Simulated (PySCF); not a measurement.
LDA on Al⁹⁺ (aluminium, charge +9)

Configuration: [He] 2s2, closed-shell 1S. All numbers are calculated (PySCF 2.14, the spin-free X2C one-electron Hamiltonian (Gaussian nucleus), in an uncontracted even-tempered set (19 s from 1.1 bohr⁻², ratio 2.2; 9 p from 1.8 bohr⁻², ratio 2.4; 6 d from 5.4 bohr⁻², ratio 2.4; 5 f from 8.1 bohr⁻², ratio 2.4; 5 g from 12 bohr⁻², ratio 2.4)).

* Total energy: -191.1631 hartree
* One-electron energy: -210.8700 hartree
* Hartree (Coulomb) energy: 28.8776 hartree
* Exchange-correlation energy: -9.1707 hartree
* ⟨S²⟩: 0.0000
* ⟨L²⟩: 0.000
* Sum of ⟨r⟩: 1.284 bohr
* Sum of ⟨r²⟩: 0.6773 bohr²

| shell | electrons | mean orbital energy (hartree) | rms radius, mean of both spins (bohr) |
| --- | --- | --- | --- |
| 1s | 2 | -68.76233 | 0.139 |
| 2s | 2 | -13.86562 | 0.565 |

Densities and radii are taken from the X2C orbitals without a picture-change correction, which distorts them close to the nucleus.
